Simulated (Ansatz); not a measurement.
Total energies of C₄H₁₂N₂Si, SMILES `CN(C)[Si]N(C)C`.

```xyz
19

C     2.215   -1.690   -0.400
N     0.988   -0.926   -0.391
C    -0.170   -1.729   -0.697
Si    1.134    0.789   -0.212
N    -0.439    1.308    0.288
C    -1.467    0.591    1.003
C    -0.748    2.711    0.126
H     2.240   -2.426    0.415
H     2.339   -2.234   -1.346
H     3.073   -1.023   -0.272
H    -0.426   -2.426    0.114
H    -1.036   -1.101   -0.898
H     0.020   -2.334   -1.594
H    -2.385    0.471    0.411
H    -1.116   -0.396    1.300
H    -1.739    1.137    1.915
H    -1.614    2.861   -0.532
H     0.103    3.232   -0.321
H    -0.974    3.184    1.091
```

Charge 0, multiplicity 1. The geometry is a stationary point of PBE0-D4/def2-TZVP. It is one conformer, not always the lowest. Basis def2-TZVPP, the Gaussian-basis code of Ansatz.

RPA on PBE orbitals: Hartree–Fock energy of these orbitals -556.31529 Eh, correlation -2.05801 Eh (frozen core).

```
             functional  energy without D4 (Eh)  D4 term (kJ/mol)
            LDA (SPW92)              -555.20286                 –
                 r2SCAN              -558.56565             -12.5
                 B97M-V              -558.66928                 –
                r2SCAN0              -558.53404             -14.4
HSE06 (plane-wave form)              -558.28720             -37.2
              CAM-B3LYP              -558.62178             -40.5
                LC-ωPBE              -558.49470                 –
                ωB97X-V              -558.63248                 –
                ωB97M-V              -558.60614                 –
                 B2PLYP              -558.39722                 –
```

**Question.** Give the same for PBE, revPBE, BLYP, PBE0, B3LYP, r2SCANh, BHLYP, PBE-QIDH. (Best estimate.)

**Answer.** The calculation gave: 
```csv
functional,energy without D4 (Eh),D4 term (kJ/mol)
PBE,-558.24884,-47.2
revPBE,-558.60578,-149.8
BLYP,-558.62294,-103.4
PBE0,-558.30936,-40.1
B3LYP,-558.78832,-75.2
r2SCANh,-558.55234,-13.2
BHLYP,-558.58719,-55.0
PBE-QIDH,-558.18818,–
```

B3LYP takes the VWN-RPA correlation (the form of Gaussian; ORCA's B3LYP/G). HSE06 is the plane-wave form, built on full-range PBE exchange. The double hybrids freeze the cores in their second-order part.

LC-ωPBE has ω = 0.4 bohr⁻¹.
